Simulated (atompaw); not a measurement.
**PBEsol PAW (atompaw) dataset for Al (Z = 13), scalar-relativistic all-electron reference.**

atompaw 4.2.0.5 input, output lines left out:

```
Al 13
GGA-PBESOL scalarrelativistic loggrid 1500 logderivrange -3 5 201
3 3 0 0 0 0
3 1 1
0 0 0
c
c
v
c
v
2
2.40 1.75 1.75 2.10
y
0.35
n
y
0.7
n
y
-0.15
n
bloechl sinc
3 1 troulliermartins
```

**Question.** Estimate the cutoffs (Ry, on a coarse ladder) from which the occupation-weighted sum of valence levels, in a spherical-Bessel basis at the reference potential, stays within 10 and 1 mRy of its value at 400 Ry.

**Answer.** 6 Ry and 21 Ry.

**Question.** What does a ghost test show?

**Answer.** No extra level below or beside the all-electron valence levels (s, p, d, f tested).

**Question.** Is the overlap operator S = 1 + Σ q|β⟩⟨β| positive definite (Bessel basis up to 400 Ry)?

**Answer.** Barely: its lowest eigenvalue is 0.008 (s channel).

**Question.** Which valence shell sets the plane-wave cutoff?

**Answer.** 3s: its level needs 18 Ry to come within 1 mRy, against 6 Ry for 3p.
